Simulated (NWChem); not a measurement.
Two isomers of C$_{4}$H$_{4}$OS, each optimised at PBE0/def2-SVP with NWChem. Flexible species stand in one conformer each, which need not be the lowest. 

A: C(SC=O)=C=C
B: Oc1cccs1

Q: Which is lower in energy, by how much, and how do their other properties compare?

A: B is lower by 38.4 kcal/mol in electronic energy; with zero-point energies, B − A = -35.7 kcal/mol.
```json
[
 {"": "highest occupied level (eV)", "A": "-7.24", "B": "-6.07"},
 {"": "orbital gap (eV)", "A": "6.47", "B": "6.17"},
 {"": "dipole (D)", "A": "3.49", "B": "0.98"},
 {"": "highest harmonic frequency (cm⁻¹)", "A": "3244", "B": "3896"},
 {"": "zero-point energy (kcal/mol)", "A": "42.0", "B": "44.7"}
]
```
